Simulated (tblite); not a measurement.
Species: C6H9NOSi.
Numbering: `[CH:1]#[C:2][C:3](=[O:4])[NH:5][SiH2:6][CH:7]1[CH2:8][CH2:9]1` (hydrogens: H10 on C1; H11 on N5; H12, H13 on Si6; H14 on C7; H15, H16 on C8; H17, H18 on C9)

Structure used (GFN2-xTB), in Å, numbered top down from 1:
```xyz
18
C6H9NOSi angstrom
C      4.533   -0.013    0.022
C      3.370    0.023   -0.269
C      1.971    0.096   -0.622
O      1.486    1.003   -1.269
N      1.207   -0.926   -0.181
Si    -0.496   -0.843   -0.618
C     -1.316    0.603    0.254
C     -2.032    0.400    1.564
C     -2.817    0.664    0.326
H      5.553   -0.048    0.273
H      1.647   -1.668    0.338
H     -0.604   -0.777   -2.072
H     -0.981   -2.127   -0.096
H     -0.823    1.561    0.142
H     -1.965    1.180    2.308
H     -2.065   -0.594    1.985
H     -3.380   -0.152   -0.104
H     -3.296    1.625    0.213
```

Computed values, GFN2-xTB/tblite, gas phase, harmonic and unscaled. Errors from tens to a few hundred cm⁻¹ against measured bands are possible. Modes of hydrogen on silicon can be 10 to 20 % off. One conformer, not necessarily the lowest.

Harmonic wavenumbers (cm⁻¹): 29.3, 52.0, 68.2, 98.3, 139.5, 152.3, 244.8, 260.5, 279.9, 446.5, 497.2, 511.2, 555.7, 606.6, 623.8, 674.0, 682.9, 727.5, 735.6, 772.3, 810.8, 819.5, 847.8, 920.7, 955.1, 1004.4, 1027.7, 1070.7, 1071.6, 1105.6, 1158.7, 1160.8, 1237.9, 1348.0, 1362.1, 1448.2, 1490.1, 1693.0, 2224.9, 2248.7, 2301.4, 3046.2, 3080.4, 3082.0, 3085.6, 3100.8, 3376.3, 3474.4.

A = 3550, B = 652.8, C = 641.1 MHz; mass 139.045 u (most abundant isotopes); point group C1, symmetry number 1.

Problem. Zero-point energy?

Solution. Half the sum of the wavenumbers: 28856 cm⁻¹ = 82.50 kcal/mol.

Problem. Entropy at 500 K, 1 bar (ideal gas, RRHO, classical rotation)?

Solution. Translation 43.30, rotation 31.30, vibration 56.75: S = 131.3 cal/(mol K).

Problem. And Cp and H(500 K) − H(0)?

Solution. Cp = 58.85 cal/(mol K), of which vibrations give 50.90 (their classical limit is 48 R = 95.4); H(500 K) − H(0) = 17.77 kcal/mol without the zero-point energy, 13.80 from vibrations.

Problem. Blend soft modes into free rotors: weight 1/[1 + (100 cm⁻¹/ν̃)⁴] for the oscillator and the rest for a rotor with moment μB/(μ + B), μ = h/(8π²ν), B = 10⁻⁴⁴ kg m². What vibrational entropy results?

Solution. 50.75 cal/(mol K) in place of 56.75, which changes −T·S at 500 K by +3.00 kcal/mol.

Problem. How do the functions run with temperature in this model?

Solution. 
| T (K) | S (cal/(mol K)) | Cp (cal/(mol K)) | H − H(0) (kcal/mol) | G − H(0) (kcal/mol) | ln q(vib) |
| --- | --- | --- | --- | --- | --- |
| 50 | 61.8 | 15.3 | 0.57 | -2.52 | 1.06 |
| 100 | 74.1 | 20.6 | 1.47 | -5.94 | 2.79 |
| 298.15 | 105.5 | 41.3 | 7.53 | -23.93 | 8.91 |
| 373.15 | 115.6 | 48.7 | 10.92 | -32.22 | 11.09 |
| 750 | 157.9 | 72.1 | 34.28 | -84.18 | 21.32 |
| 1000 | 179.9 | 80.5 | 53.43 | -126.49 | 27.34 |

q(vib) and H(0) count from the zero-point level.

Problem. What must be added to the electronic energy to get the Gibbs energy at 500 K and 1 bar?

Solution. ZPE + [H(500 K) − H(0)] − T·S = 82.50 + 17.77 − 65.67 = 34.60 kcal/mol.

Hindered rotation and anharmonicity are outside this model. Other conformers, if any are populated, would add a mixing term that is left out. The structure is chiral; the term R ln 2 for an equal mix with its mirror image is left out.
